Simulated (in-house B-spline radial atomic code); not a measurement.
## RPA and G0W0 on LC-wPBE: the zinc ion Zn⁺

Configuration [Ar] 3d10 4s1, highest spin, mean-field start LC-wPBE. Computed with a B-spline radial code for spherical atoms: all electrons, scalar-relativistic (spin-free one-electron X2C), finite nucleus, each spin shell either full or empty, empty states to l = 9 with an (l + 1/2)⁻⁴ tail; G0W0 by contour deformation at full frequency.

RPA overbinds a lone outer s electron by self-correlation, and G0W0 tends to as well.

Command:
```bash
python run_gw.py task.json out
```
Settings (radii: box in bohr, nucleus in fm):
```
Z                        30
electrons                29
configuration            [Ar] 3d10 4s1
hamiltonian              x2c
method                   lc_wpbe
lmax                     9
rms_radius               3.9283
spin_polarised           True
box_radius               23.78
intervals                71
ion_configuration        [Ar] 3d10
```

Cost of the run: 6.3 s on 1 thread of Arm Neoverse V2, with other jobs on the host.

Energies (hartree):

| term | value |
| --- | --- |
| mean-field total | -1795.41956 |
| Hartree-Fock functional on these orbitals | -1793.99758 |
| direct second order | -2.61 |
| second-order exchange | 0.7469 |
| SOSEX correction | 0.66967 |

**Question.** What is the RPA correlation energy, and what remains with SOSEX?

**Answer.** RPA gives -2.1542 hartree (-2.02 eV per electron); RPA + SOSEX gives -1.4846, and the second-order doubles -1.8631 hartree (no singles). SOSEX takes back 31 % of the RPA value.

Quasi-particle levels (eV):

```csv
level,occupied,mean field,Σx - vxc,Σc,QP weight,G0W0
4s up,yes,-17.900,0.55,?,?,?
3d down,yes,-24.875,-6.51,2.85,0.890,-28.539
3d up,yes,-25.057,-6.37,2.77,0.889,-28.662
4s down,no,-9.234,1.80,-1.80,0.960,-9.235
```

G0W0 = mean field + (Σx - vxc) + Σc, with Σc (partial-wave tail included) taken at the quasi-particle energy. Only the outer levels were computed. Levels of low weight are left out.

**Question.** Where does G0W0 put 4s up?

**Answer.** At -18.631 eV, with Σc = -1.28 eV and a quasi-particle weight of 0.966. The tabulated removal energy is 17.964 eV (NIST, measured); the calculation leaves out spin-orbit coupling, Breit and QED terms, and what these don't explain is the method's own error.

**Question.** What does it cost to remove one electron (to [Ar] 3d10) by differences of total energies, each species on its own start (correlation terms add to the Hartree-Fock functional)?

**Answer.** LC-wPBE 18.275 eV, Hartree-Fock functional 16.678 eV, + RPA 18.200 eV, + RPA + SOSEX 17.673 eV, + second order 18.434 eV. Tabulated: 17.964 eV (NIST, measured); the calculation leaves out spin-orbit coupling, Breit and QED terms, and what these don't explain is the method's own error.
